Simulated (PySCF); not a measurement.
BiH5. Atoms are numbered in the order given.

```xyz
6

Bi     0.0000     0.0000     0.0000
H      0.0000     0.0000     1.8661
H      0.0000     0.0000    -1.8661
H      1.7992     0.0000     0.0000
H     -0.8996     1.5582     0.0000
H     -0.8996    -1.5582     0.0000
```

Coordinates come from a B3LYP-D3(BJ)/def2-TZVP optimisation. The def2 effective core potentials stand for the cores of Bi; spin–orbit coupling is left out.

Level of theory: HF/def2-TZVPD (PySCF).

Computed frontier levels, gap, dipole moment and polarisability:
| Quantity | Value |
|---|---|
| highest occupied level | -8.49 eV |
| lowest empty level | 0.58 eV |
| orbital gap | 9.07 eV |
| dipole moment | 0.00 D |
| quadrupole, principal values (traceless, Buckingham form, about the centre of nuclear charge) | -6.54, 3.27, 3.27 D·Å |
| mean static polarisability | 58.2 bohr³ (8.62 Å³) |
| polarisability, principal values | 54.1, 54.1, 66.3 bohr³ |
